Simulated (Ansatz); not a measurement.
Several settings on one geometry of Ru3H (that of the charge 0 doublet, PBE0-D4/def2-TZVP). Ansatz on 4 threads of Arm Neoverse V2 on a shared host; times are rough.

```xyz
4

Ru    0.209    0.156   -0.954
Ru    1.378   -0.300    1.174
Ru   -0.901   -1.241    0.366
H    -0.686    1.385   -0.585
```

Totals from different functionals, basis sets or treatments of relativity can't be compared as stabilities.

In the def2 sets Ru takes a core potential; there is no spin–orbit coupling.

Q: Give the basis size and estimate the energy, ⟨S²⟩ and time of these runs.

```tsv
run	method	charge	state	further keys
1	ROKS SVWN5/def2-TZVP	0	doublet	scf: {lower_state_search: light}
2	UKS ωB97X/def2-SVP	0	doublet	scf: {omitted_lower_state_checks: [starts]}
3	UKS SVWN5/def2-SVPD	0	doublet	forces asked
```

A: 
```
run  functions  energy (Eh)  ⟨S²⟩  wall time
  1        126    -284.7155     –       18 s
  2         98    -285.0251  3.15       47 s
  3        110    -284.6684  2.71       15 s
```

At UKS ωB97X/def2-SVP, UKS SVWN5/def2-SVPD the charge 0 doublet is spin-contaminated (final ⟨S²⟩ up to 3.15, 0.75 for a pure state).
